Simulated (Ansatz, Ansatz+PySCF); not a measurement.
```json
{"atom": "F", "x (Å)": "0.0000", "y (Å)": "0.0000", "z (Å)": "-1.0323"}
{"atom": "F", "x (Å)": "0.0000", "y (Å)": "0.0000", "z (Å)": "1.0323"}
```

Basis set: STO-3G (spherical functions). Frozen core: 2 orbitals. Charge 0, multiplicity 1.

Computed with Ansatz (development build ahead of 0.2.0); each method stands on the lowest determinant of its kind that the runs found. Restricted open shells among the atoms or ions are ROHF, correlated in semicanonical orbitals with singles. Restricted functionals stand beside restricted open-shell atoms, which can lie above the unrestricted atoms usual in DFT and then raise those values.

Problem. Give the atomization energy at this shape (free ground-state atoms in the same class of orbitals less the molecule, no zero-point energy) of singlet F2 by PBE0 (unrestricted), PBE0 (restricted), UHF-MP2, UHF, RHF-MP2, RHF.

Solution.

| method | atomization energy |
| --- | --- |
| PBE0 (unrestricted) | 22.2 kJ/mol |
| PBE0 (restricted) | -160.7 kJ/mol |
| UHF-MP2 | 1.8 kJ/mol |
| UHF | 1.2 kJ/mol |
| RHF-MP2 | -217.4 kJ/mol |
| RHF | -690.8 kJ/mol |

Caution: the shape is not the minimum. Caution for PBE0 (unrestricted), UHF-MP2, UHF: the unrestricted determinant is a mixture of spin states. Caution for PBE0 (restricted), RHF-MP2, RHF: an unrestricted determinant lies well below; the molecule lies well above its atoms at this level. Caution for UHF-MP2, RHF-MP2: large amplitudes, a single reference is doubtful. Caution for UHF-MP2, UHF: the determinant breaks the point group.

This basis has no polarisation functions and is too small for such energies, which can lie far from measured ones in either direction.
